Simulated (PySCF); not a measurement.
HCdIO, SMILES [OH][Cd][I], PBE0/def2-SVP optimised geometry.

```
4

Cd    -0.11     0.18     0.00
I      2.47     0.18     0.00
O     -2.07     0.24     0.08
H     -2.47    -0.24    -0.65
```

Density from PBE0/def2-TZVP, def2 effective core potentials past Kr run with PySCF at that geometry. The core electrons that the potentials of Cd, I replace are not part of the density.

Minimum of the electron density along straight lines between bonded atoms, close to the bond critical point (lines longer than 1.1 times the sum of covalent radii, or with two minima, are not listed):

```tsv
bond	length / Å	ρ at the minimum / e bohr⁻³	∇²ρ there / e bohr⁻⁵	position (fraction from the first atom)
Cd1–I2	2.580	0.071	0.10	0.47
Cd1–O3	1.969	0.118	0.56	0.52
O3–H4	0.964	0.357	-2.35	0.80
```
